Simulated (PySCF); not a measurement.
Some computed properties have been withheld. Give your best values.

C₈H₁₁F₂ (doublet state).
Z-matrix (Å and degrees, PBE0-D3(BJ)/def2-SVP geometry), rows numbered from 1:
```
F 
C   1  1.3553
F   2  1.3552  1  107.52
C   2  1.5052  1  109.78  3  -120.31
C   4  1.5521  2  113.05  1   -67.72
C   5  1.5485  4  102.56  2  -124.95
C   6  1.4984  5  107.01  4    68.42
C   7  1.4989  6  107.62  5   -74.49
C   8  1.5401  7  101.16  6     5.15
C   9  1.5341  4  100.46  2   159.52
H   2  1.1046  1  107.55  3   116.05
H   4  1.1021  2  105.36  1    53.01
H   5  1.1010  4  112.73  2    -4.03
H   5  1.1010  4  111.22  2   116.11
H   6  1.0988  5  113.82  4  -162.59
H   7  1.0915  6  125.13  5    91.16
H   8  1.1033  7  114.64  6   128.56
H   8  1.1085  7  111.95  6  -111.50
H   9  1.0979  4  113.10  2   -75.37
H  10  1.1013  6  113.16  5   -60.03
H  10  1.1005  6  113.26  5   175.04
```

```csv
property,level,value
point group,PBE0-D3(BJ)/def2-SVP,?
"rotational constants A, B, C",PBE0-D3(BJ)/def2-SVP,?
dipole moment,PBE0-D3(BJ)/def2-SVP,?
isotropic g value,"unrestricted B3LYP/IGLO-III on C F, pcH-1 on H, mean-field spin–orbit",2.00257
spin squared ⟨S²⟩,"unrestricted B3LYP/IGLO-III on C F, pcH-1 on H",?
largest isotropic hyperfine couplings (means over sets of like nuclei),"unrestricted B3LYP/IGLO-III on C F, pcH-1 on H",?
```

The electronic properties come from PySCF, for the isolated species, density fitting.

(1) The rotational constants A, B, C?

(2) Give the spin squared ⟨S²⟩.

(3) The point group?

(4) The dipole moment?

(5) What are the largest isotropic hyperfine couplings (means over sets of like nuclei)?

Answers

(1) 2.462, 1.042, 0.923 GHz.

(2) 0.754.

(3) C1.

(4) 2.05 D.

(5) 1H +136.6 (H18), 13C +100.8 (C7), 13C +77.5 (C5), 1H +69.6 (H17), 1H -61.1 (H16) MHz.

With B = h/(8π²I), that is 505.379 GHz u Å² over I, the principal moments of inertia are 205.3, 485.2 and 547.6 u Å² (most abundant isotopes). g_iso is shifted by about +250 ppm from the free-electron value 2.002319. ⟨S²⟩ is 0.004 above the pure-spin value S(S + 1) = 0.75. A dipole of 2.05 D is allowed in C1, and pure rotational transitions are dipole-allowed.

For the EPR job (B3LYP), time: 4.9 min of wall time. Hardware: an x86-64 server with one thread, shared host.

One conformer stands for the species.
